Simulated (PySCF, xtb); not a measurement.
Ga(H)(NH2)2 (GaH₅N₂), SMILES [NH2][GaH][NH2]. Other conformers were not sampled.

Harmonic wavenumbers (cm⁻¹) from GFN2-xTB run with xtb 6.7.1 at its own minimum, in rising order: 24, 107, 140, 196, 268, 384, 401, 555, 597, 621, 645, 1449, 1459, 1805, 3390, 3392, 3426, 3429.

**Question.** What does B3LYP-D3(BJ)/def2-SVP (PySCF) give at its own minimum? (Estimate from the structure and the level; the computed values follow.)

**Answer.** 99, 158, 177, 307, 358, 534, 534, 687, 718, 733, 749, 1513, 1525, 2003, 3585, 3585, 3686, 3687. Paired by order, the mean absolute difference is 131 cm⁻¹ and the zero-point energies are 31.9 and 35.2 kcal/mol.
